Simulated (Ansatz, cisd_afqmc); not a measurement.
Species: C2H2O, charge 0, singlet. C2H2O (SMILES C#CO).
B3LYP-D3(BJ)/def2-TZVP minimum from Ansatz (a program for electronic structure):
```xyz
5

C      1.3080    -0.1153    -0.1364
C      0.1216    -0.0059    -0.0156
O     -1.1689     0.1846     0.0722
H      2.3584    -0.2191    -0.2392
H     -1.5848    -0.5301     0.5735
```
Charge 0, spin multiplicity 1.

Total energies in cc-pVDZ, 16 correlated electrons, 3 frozen orbitals. Radicals and triplets start from unrestricted determinants; spin-orbit coupling is neglected. Correlated methods leave the cores frozen. No relativity. AFQMC/CISD: phaseless, guided by CISD from CCSD amplitudes; bars are statistical, one sigma. Outlying blocks are dropped, and bars are widened where a walk drifts. Over all cases where full CI ran beside it in this data, AFQMC minus full CI had a median of +0.1 mEh and passed +0.4 mEh in a tenth of the cases.

```
method         program         energy (Eh)  minus CCSDT(Q) (mEh)
----------  ----------  ------------------  --------------------
HF              Ansatz          -151.68056                469.41
MP2             Ansatz          -152.11591                 34.06
CCSD            Ansatz          -152.13237                 17.61
CCSD(T)         Ansatz          -152.14797                  2.01
CCSDT(Q)        Ansatz          -152.14997                  0.00
AFQMC/CISD  cisd_afqmc  -152.1492 ± 0.0003             0.8 ± 0.3
```

Rough core times of Ansatz's runs on a shared machine: CCSD(T) under 20 s, CCSDT(Q) 30 s.
